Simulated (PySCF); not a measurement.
# Spinor energies of W³⁺ (tungsten, charge +3)

Start: [Xe] 4f14 5d3; 5d3/2 filled at m_j = -1/2, +1/2, +3/2. Calculated with PySCF 2.14 in x2c-TZVPPall-2c: generalised Hartree-Fock with the X2C-1e Hamiltonian and a Gaussian nucleus; one run each with spin-orbit coupling (SO) switched off, then screened by Boettger's factors.

| spinor shell | electrons | ε, spin-free (eV) | ε, screened SO (eV) | weight of nominal j (screened SO) | rms radius, screened SO (bohr) |
| --- | --- | --- | --- | --- | --- |
| 1s1/2 | 2 | -69930.6 | -69909.1 | 1.000 | 0.0208 |
| 2s1/2 | 2 | -12236.5 | -12229.7 | 1.000 | 0.0838 |
| 2p1/2 | 2 | -10708.7 | -11675.2 | 1.000 | 0.0713 |
| 2p3/2 | 4 | -10708.7 | -10316.7 | 1.000 | 0.0787 |
| 3s1/2 | 2 | -2903.4 | -2901.1 | 1.000 | 0.214 |
| 3p1/2 | 2 | -2443.2 | -2654.6 | 1.000 | 0.206 |
| 3p3/2 | 4 | -2443.2 | -2355.8 | 1.000 | 0.221 |
| 3d3/2 | 4 | -1907.9 | -1945.4 | 1.000 | 0.195 |
| 3d5/2 | 6 | -1907.9 | -1880.8 | 1.000 | 0.199 |
| 4s1/2 | 2 | -654.76 | -653.92 | 1.000 | 0.478 |
| 4p1/2 | 2 | -501.08 | -550.48 | 1.000 | 0.486 |
| 4p3/2 | 4 | -501.08 | -480.32 | 1.000 | 0.519 |
| 4d3/2 | 4 | -302.28 | -309.98 | 0.999 | 0.544 |
| 4d5/2 | 6 | -302.28 | -296.35 | 1.000 | 0.556 |
| 5s1/2 | 2 | -122.54 | -122.27 | 1.000 | 1.15 |
| 5p1/2 | 2 | -81.174 | -90.258 | 0.952 | 1.27 |
| 4f5/2 | 6 | -79.475 | -80.431 | 0.990 | 0.669 |
| 5p3/2 | 4 | -81.174 | -77.049 | 0.910 | 1.31 |
| 4f7/2 | 8 | -79.475 | -77.949 | 0.963 | 0.699 |
| 5d3/2 | 3 | -37.882 | -37.979 | 0.753 | 1.86 |

```tsv
quantity	spin-free	screened SO
E (hartree)	-16128.87573	-16147.89686
M_J	3/2	3/2
⟨J²⟩	6.759	5.639
⟨L²⟩	12.006	11.732
⟨S²⟩	3.753	3.659
```

The determinant has a definite M_J but mixes levels of different J.

Each row is a mean over spinors that exchange with the open shell spreads, by up to 3.250 eV (5s1/2).

Rows whose weight is well below 1 are mixtures of j = l ± 1/2: exchange outweighs spin-orbit coupling there, and the label is only the starting occupation.

Breit and QED terms are absent; they matter most for the inner s and p1/2 levels.

Densities and radii are taken from the X2C orbitals without a picture-change correction, which distorts them close to the nucleus.

Without spin-orbit coupling the j labels of p, d and f shells carry no meaning; the spin-free column gives the mean over the occupied spinors of each nl shell, and its ⟨J²⟩ belongs to a mixture of degenerate components.
